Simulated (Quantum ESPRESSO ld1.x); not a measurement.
The numbers below are computed, except where a source is named.
Task: These are the eigenvalues of the occupied orbitals of an atom or ion with whole-number occupations (eV). Code: ld1.x of Quantum ESPRESSO 7.5. Model: scalar-relativistic Kohn-Sham, LDA (Slater exchange, Perdew-Wang correlation), spin-polarised, spherical densities, point nucleus.

| orbital | eigenvalue |
|---|---|
| 1s up | -53660.9 |
| 1s down | -53660.9 |
| 2s up | -8977.73 |
| 2s down | -8977.61 |
| 2p up | -7974.30 |
| 2p down | -7974.21 |
| 3s up | -2038.47 |
| 3s down | -2035.74 |
| 3p up | -1730.47 |
| 3p down | -1727.77 |
| 3d up | -1333.30 |
| 3d down | -1331.18 |
| 4s up | -444.417 |
| 4s down | -438.765 |
| 4p up | -342.625 |
| 4p down | -337.068 |
| 4d up | -203.921 |
| 4d down | -198.512 |
| 5s up | -91.3143 |
| 5s down | -88.7572 |
| 5p up | -65.2302 |
| 5p down | -63.2856 |
| 4f up | -52.0402 |
| 4f down | -47.1381 |
| 7p up | -11.9578 |

Which element is it, and in what charge state? The configuration may be excited. Open shells, if any, are filled with parallel spins first.

Result: Z = 66, dysprosium, charge +3: Dy3+ in [Xe] 4f8 7p1. The list shows which subshells hold electrons but not how many an open one holds; the 1s level, -1972 hartree, gives Z - s = 62.8 by -(Z - s)^2/2, which with screening and relativity narrows Z to a few neighbours, and the depths of the outer levels then fix element, charge and occupations together.
